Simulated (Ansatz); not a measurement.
B2ORh, SMILES [B][Rh-][B][O] (connectivity only; charge and spin as stated), charge -1, multiplicity 1.

Coordinates come from a B3LYP-D3(BJ)/def2-SVPD optimisation. The spin state was assumed, not searched. The def2 effective core potentials stand for the cores of Rh; spin–orbit coupling is left out. The values are those of a single conformer.

Two levels are set side by side: PBE/def2-SVPD (Ansatz, a quantum-chemistry and plane-wave program) and ωB97X-V/def2-SVPD (Ansatz). Energy differences of separate SCF runs at the same geometry; the states with an electron removed or added have multiplicity 2. Differences are taken from unrounded values.

```csv
quantity,ωB97X-V,PBE,PBE minus ωB97X-V
vertical ionisation energy (eV),2.40,2.56,0.16
vertical singlet–triplet gap (eV),0.96,1.01,0.04
```
